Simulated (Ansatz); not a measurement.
`C[S][In]([F])[F]` + `O[SiH3]` → `[F][In]([F])[O][SiH3]` + CH₃SH at 700 K and 1 bar (ligand exchange at the In–S bond).

Gas-phase electronic energies from Ansatz, PBE0-D4/def2-TZVP geometries. CCSD(T)/CBS is the MP2 limit (def2-TZVPP, def2-QZVPP) plus CCSD(T) − MP2 in def2-TZVPP, frozen cores. This one scheme is used for every species. def2 core potentials past Kr. For In outer-core shells are correlated without core-valence functions, which leaves a few kJ/mol of doubt a bond. Each species was taken in one conformer, which may not be the lowest.

```json
{"species": "`C[S][In]([F])[F]`", "CCSD(T)/CBS energy (Eh)": "-827.12092", "H − E (kJ/mol)": "184.8", "S (J/(mol·K))": "494.1"}
{"species": "`O[SiH3]`", "CCSD(T)/CBS energy (Eh)": "-366.69042", "H − E (kJ/mol)": "144.6", "S (J/(mol·K))": "321.6"}
{"species": "`[F][In]([F])[O][SiH3]`", "CCSD(T)/CBS energy (Eh)": "-755.56161", "H − E (kJ/mol)": "162.7", "S (J/(mol·K))": "514.3"}
{"species": "CH₃SH", "CCSD(T)/CBS energy (Eh)": "-438.22835", "H − E (kJ/mol)": "160.2", "S (J/(mol·K))": "309.0"}
```

H − E and S are ideal-gas, rigid-rotor, harmonic terms from PBE0-D4/def2-TZVP, for one conformer and one mirror image of each species. 1 Eh = 2625.50 kJ/mol, R = 8.31446 J/(mol·K).

Problem. By hand: ΔE, ΔH, ΔS and ΔG.

Solution. ΔE = (-755.56161) + (-438.22835) − (-827.12092) − (-366.69042) = 0.02138 Eh = 56.1 kJ/mol. Δ(H − E) = 162.7 + 160.2 − 184.8 − 144.6 = -6.5, so ΔH = 49.6 kJ/mol. ΔS = 514.3 + 309.0 − 494.1 − 321.6 = 7.6 J/(mol·K). ΔG = 49.6 − 700 × (7.6)/1000 = 44.3 kJ/mol.

Problem. By hand: the equilibrium constant, and the temperature at which ΔG would vanish if ΔH and ΔS stayed fixed.

Solution. log₁₀ K = −ΔG/(RT ln 10) = -3.3. ΔG = 0 at ΔH/ΔS = 6526 K, far beyond where these terms or the molecules hold.

The number of gas molecules stays the same, so ΔS is small and ΔH decides. A doubt of 5 kJ/mol in ΔE shifts log₁₀ K by 0.4 here. Other conformers and mirror images would add mixing entropy, several J/(mol·K) or more a flexible species. Modes under 60 cm⁻¹, often nearly free rotors, make the harmonic entropy too high. These are equilibria of isolated gas molecules and say nothing of rates. Largest T1 diagnostic: 0.017 (customary marks: 0.02 for closed shells, 0.045 for open ones).
